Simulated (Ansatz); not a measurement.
Consider the formal exchange of groups at a C–Ge bond: `[CH3][GeH2][CH3]` + `C[O][SnH3]` → `CC[O][SnH3]` + `[CH3][GeH3]`.

Isolated molecules relaxed with PBE0-D4/def2-TZVP in Ansatz; ΔE leaves out vibrations. CCSD(T)/CBS adds triple-zeta CCSD(T) − MP2 to the extrapolated MP2 energy (def2 sets, frozen cores). DFT in def2-TZVPP. def2 core potentials past Kr. For Ge, Sn outer-core shells are correlated without core-valence functions, which leaves a few kJ/mol of doubt a bond. Scalar relativity is left out up to krypton. Each species was taken in one conformer, which may not be the lowest.

| level | ΔE (kcal/mol) |
| --- | --- |
| r2SCAN0-D4 | 3.6 |
| revPBE | 4.1 |
| MP2/def2-TZVPP | 4.7 |
| CCSD/CBS(def2) | 3.8 |

Q: What does CCSD(T)/CBS give? (Best estimate.)

A: Ansatz gave: +3.8 kcal/mol. The listed levels differ from it by -0.2, 0.3, 0.9, 0.0 kcal/mol.

Q: What do rigid-rotor, harmonic-oscillator terms from PBE0-D4/def2-TZVP frequencies (298.15 K, 1 bar) make of the CCSD(T)/CBS value? (Estimate.)

A: Ansatz gave: ΔZPE = -0.5 kcal/mol, ΔH = +3.1 kcal/mol, ΔS = -12 J/(mol·K), ΔG = +3.9 kcal/mol.

Largest T1 diagnostic among the species: 0.013.

At CCSD(T), def2-SVP lies −3.7 kcal/mol from the extrapolated value and def2-TZVPP +0.2 kcal/mol. In def2-TZVPP, CCSD(T) changes the Hartree–Fock value by +1.1 kcal/mol (the triples alone add +0.0 kcal/mol) and MP2 by +1.8 kcal/mol. Leaving LDA and LC-ωPBE aside and taking each functional with its dispersion term where it has one, the values, not all of them listed here, spread over 1.4 kcal/mol, from B97M-V to PBE-QIDH. LDA lies −1.8 kcal/mol from PBE without D4.
